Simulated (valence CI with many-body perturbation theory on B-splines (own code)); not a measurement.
Results of a calculation; reference values are marked as such.
## Ti17+: what the settings do

Method: relativistic CI+MBPT: three valence electrons over a frozen Dirac-Fock core [He], radial functions for each j: 6 s, 6 p, 5 d, 3 f, 1 g, with the one-electron correlation potential Σ1, the two-electron term Σ2, the three-electron term Σ3, Breit, model QED; selected CI, second order for the rest, scaled by the run's own slope (own B-spline code, finite nucleus).

No measured levels were compared; by estimate levels of excited configurations hold to 0.05 to 0.15 % of their energy, terms of the ground configuration to about 0.5 %.

The reference run has the lowest level 2s2 2p 2P°_1/2 and an ionisation energy of 1220.38 eV. Its largest variational space holds 4165 state functions.

Names give the largest LS component (configuration and term), which can be under half, so a name can repeat, a term be missing and a line seem to break the LS rules; names also repeat where a configuration has a term twice.

Reference levels: 2s2 2p 2P°_3/2 56253, 2s 2p2 4P_1/2 309348, 2s 2p2 4P_3/2 332818, 2s 2p2 4P_5/2 360259, 2s 2p2 2D_3/2 556190, 2s 2p2 2D_5/2 562084, 2s 2p2 2S_1/2 674332, 2s 2p2 2P_1/2 734371, 2s 2p2 2P_3/2 747644, 2p3 4S°_3/2 962065, 2p3 2D°_3/2 1079190, 2p3 2D°_5/2 1089390 cm⁻¹.

Q: Rank these changes by the mean size of the shift of these levels, smallest first.
A. correlating orbitals by l 3 3 3 2 1 → 4 4 0 0 0; Breit term on → off
B. QED terms on → off
C. scale of Σ1 1 → -1
D. screening of Σ1 on → off

A: D (2.8 cm⁻¹), B (2100 cm⁻¹), C (2800 cm⁻¹), A (3700 cm⁻¹).
